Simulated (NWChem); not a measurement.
System: CH$_{9}$NSi$_{2}$; SMILES NC([SiH3])[SiH3]

```xyz
13

N      1.7579     0.0847     0.1692
C      0.4129     0.0127    -0.4160
Si    -0.5080    -1.5958     0.0047
Si    -0.5156     1.6028     0.0365
H      2.3409    -0.6911    -0.1418
H      1.7139     0.0234     1.1854
H      0.5055     0.0607    -1.5176
H      0.3439    -2.7593    -0.4025
H     -0.7065    -1.6754     1.4867
H     -1.8398    -1.7128    -0.6687
H     -0.5533     1.7397     1.5264
H     -1.9226     1.5465    -0.4697
H      0.1714     2.7961    -0.5404
```
Atoms are numbered in this order, from 1.

All runs use the structure optimised with PBE0/def2-SVP. No frequency run checked for a minimum.

### Question
Give the principal values of the shielding tensors (ppm) of N1, C2, Si3, Si4 from LDA (Slater exchange, VWN5)/pcSseg-1, GIAO (NWChem), with their diamagnetic and paramagnetic parts as GIAO splits them.

### Answer
```tsv
atom	σ11	σ22	σ33	isotropic	diamagnetic	paramagnetic
N1	183.9	240.5	259.9	228.1	314.2	-86.1
C2	129.2	143.6	199.0	157.3	253.6	-96.3
Si3	338.3	367.6	460.5	388.8	882.3	-493.5
Si4	341.0	369.8	454.1	388.3	882.2	-493.9
```
